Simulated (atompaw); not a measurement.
## LDA (PW92) PAW (atompaw) dataset for Lu (Z = 71), scalar-relativistic all-electron reference.

| Item | Value |
| --- | --- |
| Element | Lu |
| Generator | atompaw 4.2.0.5 |
| Type | PAW |
| Functional | LDA (PW92) |
| Relativity | scalar-relativistic |
| Frozen core | [Xe] |
| Valence charge | 17 |
| Reference configuration | 4f14 5d1 6s2 6p0 |
| Partial waves | 6s (bound): rc 3.00 bohr; 6s channel at 1.15 Ry: rc 3.00 bohr; 6p (bound, empty): rc 3.00 bohr; 6p channel at 1.3 Ry: rc 3.00 bohr; 5d (bound): rc 3.00 bohr; 5d channel at 0.7 Ry: rc 3.00 bohr; 4f (bound): rc 1.10 bohr; 4f channel at -0.2 Ry: rc 1.10 bohr |
| Local potential | troulliermartins scheme with l = 4 at -0.5 Ry, radius 2.70 bohr |
| Core correction | smooth core density matched at 1.70 bohr |
| Augmentation charge | besselshape compensation charge, radius 2.65 bohr; PAW radius 3.00 bohr; waves and projectors: custom polynom2 7 10 vanderbiltortho |

Poles of the logarithmic derivatives, all-electron (AE) and pseudo (PS). s: poles at 1.5 (AE) and 1.5 (PS) Ry. p: poles at -2.3, 2.8 (AE) and 0.7, 3.0 (PS) Ry. d: poles at 0.4 (AE) and 0.4 (PS) Ry. f: poles at -0.7, 3.2 (AE) and -0.7, 3.3 (PS) Ry. Test radius 3.01 bohr.

* Lowest eigenvalue of the overlap operator: 0.64 (s channel)
* Overlap eigenvalues printed by atompaw (projector basis): 0.025, 0.499, 1.83, 8.13, 41.8, 725, 1.05e+03, 8.53e+08
* Share of each valence orbital outside the PAW sphere: 6s 64 %, 6p 90 %, 5d 37 %, 4f 0 %

A Bessel basis up to 400 Ry misses an occupied level by 0.82 Ry, so cutoffs and ghosts were not judged.
